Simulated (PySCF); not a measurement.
HISZn, SMILES [I][Zn][SH].

Geometry optimised at PBE0-D3(BJ)/def2-SVP. The def2 effective core potentials stand for the cores of I; spin–orbit coupling is left out. One conformer was computed; it need not be the lowest.

Computed with TDDFT-PBE0/def2-SVPD (PySCF 2.14.0).

Vertical excitations. The molecule is in vacuum. State labels are in the subgroup Cs.

```
state  symmetry  energy (eV)  λ (nm)      f                                              main pairs
-----  --------  -----------  ------  -----  ------------------------------------------------------
S1           A"         4.66     266  0.004                                          HOMO→LUMO 99 %
S2           A'         5.05     246  0.021                                        HOMO−1→LUMO 99 %
S3           A"         5.17     240  0.044                                        HOMO−2→LUMO 99 %
S4           A"         5.41     229  0.000                                        HOMO→LUMO+1 98 %
S5           A"         5.88     211  0.000                                      HOMO−2→LUMO+1 97 %
S6           A'         5.89     211  0.002  HOMO→LUMO+2 65 %, HOMO−1→LUMO+1 21 %, HOMO−3→LUMO 11 %
S7           A'         5.92     210  0.000                    HOMO−1→LUMO+1 61 %, HOMO−3→LUMO 24 %
S8           A"         6.16     201  0.000                                      HOMO−1→LUMO+2 99 %
S9           A"         6.41     194  0.016                                        HOMO→LUMO+3 77 %
S10          A'         6.50     191  0.007                                      HOMO−2→LUMO+2 78 %
T1           A"         4.34     286      0                                          HOMO→LUMO 96 %
T2           A'         4.71     263      0                                        HOMO−1→LUMO 98 %
T3           A"         4.79     259      0                                        HOMO−2→LUMO 96 %
T4           A"         5.27     235      0                                        HOMO→LUMO+1 91 %
```
Triplets are in the Tamm–Dancoff approximation, which puts them higher than full response would, so one can lie above its singlet here.
